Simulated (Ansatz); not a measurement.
System: AlBr3, net charge 0, singlet state. 
Geometry from a B3LYP-D3(BJ)/def2-TZVP (Ansatz, an electronic-structure program) optimisation:
```xyz
4

Br    -0.1587     2.2326    -0.0058
Al     0.0000     0.0000     0.0000
Br     2.0102    -0.9788     0.1040
Br    -1.8515    -1.2538    -0.0982
```
Charge 0, spin multiplicity 1.

Quantity: vertical ionisation energy (to the doublet state of charge +1; each state is the SCF solution reached for its spin; the molecule has degenerate orbitals, so one determinant may break the symmetry; for the doublet the Hartree-Fock reference is unstable and T1 is 0.014), in eV. Valence correlation only, unless marked. UHF or UKS for open shells. No spin-orbit coupling. The frozen core is the preceding noble-gas configuration, with the filled d and f shells of earlier blocks. Non-relativistic.  The program attaches cautions to a run behind CCSD(T)/def2-SVPD: other roots. The program attaches cautions to a run behind CCSD(T)/def2-TZVPPD: other roots.

```
level                program  vertical ionisation energy (eV)
-------------------  -------  -------------------------------
r2SCAN/def2-TZVPD     Ansatz                            10.28
wB97X-V/def2-TZVPD    Ansatz                            11.09
B2PLYP/def2-TZVPD     Ansatz                            10.63
RI-MP2/def2-QZVPPD    Ansatz                            11.42
CCSD(T)/def2-SVPD     Ansatz                            10.82
CCSD(T)/def2-TZVPPD   Ansatz                            10.92
```
